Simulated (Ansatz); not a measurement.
An input meant for Ba13⁺ (charge 1, doublet).

```yaml
crystal:
  periodic: [false, false, false]
  atoms:
    - {symbol: Ba, position_ang: [-6.030606, -2.767481, -2.658167]}
    - {symbol: Ba, position_ang: [-4.552047, 0.373388, -6.288237]}
    - {symbol: Ba, position_ang: [-1.498642, -2.129132, -3.961024]}
    - {symbol: Ba, position_ang: [-5.140908, 4.297068, -3.208536]}
    - {symbol: Ba, position_ang: [-0.371363, -0.281223, -7.959215]}
    - {symbol: Ba, position_ang: [-3.936547, 0.607356, -2.303125]}
    - {symbol: Ba, position_ang: [-2.441220, 3.136374, 0.396272]}
    - {symbol: Ba, position_ang: [0.555236, 0.149520, -0.836896]}
    - {symbol: Ba, position_ang: [-6.623129, 1.168114, 0.548261]}
    - {symbol: Ba, position_ang: [-0.931462, 2.366300, -4.308726]}
    - {symbol: Ba, position_ang: [-8.110839, 1.023750, -3.688240]}
    - {symbol: Ba, position_ang: [-3.063656, -1.778168, 0.781591]}
    - {symbol: Ba, position_ang: [2.655884, -0.419967, -4.797257]}
basis:
  gaussian: {orbitals: def2-TZVPP, fitting: {mean_field: def2-universal-jkfit}}
total_charge: 1
magnetization: {spin_polarized: true, initial_magnetization: 1}
hamiltonian: {xc: {name: HF}}
correlation: {method: mp2, frozen_orbitals: {Ba: 9}}
```

```sh
$ ansatz run in.yaml --threads 2 --pin off --events-out ev --progress --plain --max-ram 32768MiB --backend cuda --devices 0, --max-vram 18GiB
```

Predict how Ansatz answers.

The input was rejected before any iteration.
```
Functional definition: HF
Error: the typed cores hold 117 orbitals of each spin, and the molecule has 65 alpha and 64 beta electrons, too few to fill them
```
